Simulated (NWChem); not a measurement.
Species: CH$_{3}$BBr$_{2}$; SMILES CB(Br)Br

Results from NWChem. Pople sets run with spherical d functions. STO-3G and 3-21G are far too small for this property and stand as cheap habits. Coordinates come from a PBE-D3(BJ)/def2-SVP optimisation. Field at 589 nm.

| level | isotropic polarisability (bohr³) | anisotropy (bohr³) |
|---|---|---|
| B3LYP/STO-3G | 25.9 | 27.7 |
| B3LYP/6-31G* | 56.7 | 36.3 |
| B3LYP/def2-SVP | 55.6 | 30.6 |
| B3LYP/def2-SVPD | 74.2 | 31.4 |
| B3LYP/aug-cc-pVDZ | ? | ? |

### Question
Some entries are withheld; supply them.

### Answer

- B3LYP/aug-cc-pVDZ, isotropic polarisability (bohr³): 73.1
- B3LYP/aug-cc-pVDZ, anisotropy (bohr³): 31.8
